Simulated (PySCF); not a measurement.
# Re: excitation energy

Re [Xe] 4f14 5d5 6s2 (6S) → Re [Xe] 4f14 5d6 6s1 (6D), as a difference of total energies. All numbers are calculated (PySCF 2.14, a scalar-relativistic core potential, in def2-TZVPPD with the def2 core potential (60 electrons) (6s5p3d2f1g, 59 functions)). Correlated levels: valence and next inner shell: nothing frozen outside the core potential. The calculations carry no spin-orbit coupling.

```csv
method,excitation energy (eV),error (eV)
UHF,1.812,+0.053
MP2 (valence and next inner shell),1.791,+0.032
SCS-MP2 (valence and next inner shell),1.873,+0.114
CCSD (valence and next inner shell),1.804,+0.045
CCSD(T) (valence and next inner shell),1.825,+0.066
```

Reference: 1.759 eV (measured; NIST levels, between the centres of gravity of the two terms).

Errors of the correlated levels include the incompleteness of this basis.
